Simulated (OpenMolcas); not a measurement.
# Nb3+: effect of the metal basis

Nb3+ with its 6 nearest oxide ions at 2.102 Å, on the Mg site of MgO (a = 4.2112 Å, distance in the model lattice 2.106 Å). The rest of the host is ab initio model potentials to 7.6 Å and point charges beyond; the distance is set by hand and nothing relaxes, and no local charge compensation is placed.

| Item | Value |
| --- | --- |
| Program | OpenMolcas |
| Method | SS-CASPT2, IPEA 0.25 Eh, imaginary shift 0.1 Eh (closed shells correlated: 4s 4p and the ligand valence shells) |
| Spin-orbit coupling | RASSI with atomic mean-field integrals over the reference wave functions |

Fixed: ligand basis ANO-RCC-VDZP, active space 2 electrons in 5 orbitals (4d), DKH2 Hamiltonian.

States (labels of O, the rotations of Oh). Energies in cm-1 above the lowest state or level, χT in cm3 K/mol; under a threefold ground state the first gap can be a small split of the lowest multiplet, not the spin-orbit step; 10Dq and B are least-squares fits to the states below 45000 cm-1, weighted by degeneracy, with a free offset, and given where the rms deviation is under 5 % of |10Dq| (or 100 cm-1) and under 700 cm-1.

| Run | Metal basis | Ground state | First state of that spin | 10Dq | B (rms of fit) | First gap with spin-orbit (degeneracies) | χT at 300 K | First state of another spin | Cost |
| --- | --- | --- | --- | --- | --- | --- | --- | --- | --- |
| A | ANO-RCC-VDZP | 3T1 | 3T2 35660 | 36684 | 496 (106) | 11 (2, 3) | 0.539 | 1T2 6570 | roughly 80 core-seconds |
| B | ANO-RCC-VTZP | 3T1 | 3T2 33430 | 34674 | 476 (73) | 13 (2, 3) | 0.531 | 1T2 5940 | roughly 70 core-seconds |

Against A, |10Dq| changes by -5.5 % in B.

Costs are those of the CASPT2 steps.

Roots that are degenerate in the reference are averaged as groups; the widest CASPT2 spread within a group is 170 cm-1 (the 3-fold group of multiplicity 3 near 0 cm-1 above the lowest state of its run, B). Shifts and gaps below about the spread of the groups concerned are not significant. Over all roots computed the reference weight is 0.70 to 0.71 in A, 0.70 in B; a low but even weight reflects the number of correlated electrons. An orbital triplet at a regular site is open to Jahn-Teller coupling, which can distort the site and quench the lowest spin-orbit gaps and is left out. Ligand-to-metal charge-transfer states are missing. With no ligand orbital active B as a rule stays too high, so bands that hang on it stand too high and its fall with covalency is understated. With one d shell and no ligand orbital active, 10Dq can be off by a tenth or more. The least metal-like active orbital is 77 % on the metal (Löwdin) and no ligand orbital is active, so the numbers are rough (holds for A). The least metal-like active orbital is 78 % on the metal (Löwdin) and no ligand orbital is active, so the numbers are rough (holds for B). No measured value stands beside these numbers; the geometry was set by hand and not optimised.
